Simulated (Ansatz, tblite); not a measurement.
Forces on Li5Br4 at its PBE-D4/def2-SVP geometry. Total charge 0; doublet.

The xTB rows come from tblite. Another isomer (doublet) lies 0.07 eV lower at PBE0-D4/def2-TZVP; other spin states weren't run for this one.

GFN1-xTB (tblite), largest force 0.35 eV/Å:

```xyz
9
positions Å, forces eV/Å
Li   -0.551   -1.146    1.992   -0.013    0.149   -0.210
Li    1.499   -1.353   -0.056   -0.172    0.084    0.016
Li   -1.553   -0.197   -1.169    0.160    0.117    0.170
Li   -1.187    1.599    1.169    0.032   -0.340   -0.056
Li    0.770    1.533   -1.173   -0.127   -0.134    0.077
Br   -1.571    2.315   -1.121   -0.066    0.178   -0.110
Br    0.696   -3.036    1.392    0.052   -0.085    0.080
Br    0.636   -0.669   -2.265    0.001   -0.043   -0.024
Br    1.261    0.954    1.230    0.132    0.074    0.057
```

GFN2-xTB (tblite), largest force 0.58 eV/Å:

```
Li -0.434 0.380 0.087
Li 0.129 -0.182 0.031
Li -0.219 -0.103 0.065
Li -0.241 -0.274 0.411
Li 0.077 0.147 -0.095
Br -0.006 0.253 -0.247
Br 0.239 -0.226 -0.082
Br 0.135 -0.010 0.020
Br 0.319 0.014 -0.191
```

PBE-D4/def2-TZVP (Ansatz), largest force 0.06 eV/Å:

```
Li 0.026 -0.038 0.018
Li -0.005 0.018 -0.005
Li 0.029 0.033 -0.033
Li 0.029 0.031 -0.041
Li -0.046 -0.030 0.024
Br 0.011 -0.025 0.021
Br -0.009 0.012 0.001
Br -0.008 0.012 0.040
Br -0.028 -0.012 -0.024
```
